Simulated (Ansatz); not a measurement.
Reaction (redistribution): `CO[SiH](C)[SeH]` + `[CH3][Zr]([F])([F])[F]` → `CO[SiH](C)C` + `[F][Zr]([F])([F])[SeH]`

Computed with Ansatz on PBE0-D4/def2-TZVP structures; ΔE is electronic, products minus reactants. CBS: MP2 limit from def2 TZ/QZ plus the TZ coupled-cluster correction, frozen cores. DFT in def2-TZVPP. def2 core potentials past Kr. For Se, Zr outer-core shells are correlated without core-valence functions, which leaves a few kJ/mol of doubt a bond. Scalar relativity is left out up to krypton. One conformer a species, not always the lowest.

```
                 species  PBE0-D4 energy (Eh)
       `CO[SiH](C)[SeH]`          -2846.87026
`[CH3][Zr]([F])([F])[F]`           -386.56874
           `CO[SiH](C)C`           -484.85275
`[F][Zr]([F])([F])[SeH]`          -2748.61070
```

Work out ΔE.

ΔE = (-484.85275) + (-2748.61070) − (-2846.87026) − (-386.56874) = -0.02445 Eh = -15.3 kcal/mol. CCSD(T)/CBS gives -15.1 kcal/mol.

Largest T1 diagnostic among the species: 0.017.

In def2-TZVPP, CCSD(T) changes the Hartree–Fock value by +1.0 kcal/mol (the triples alone add −0.3 kcal/mol) and MP2 by +0.9 kcal/mol.
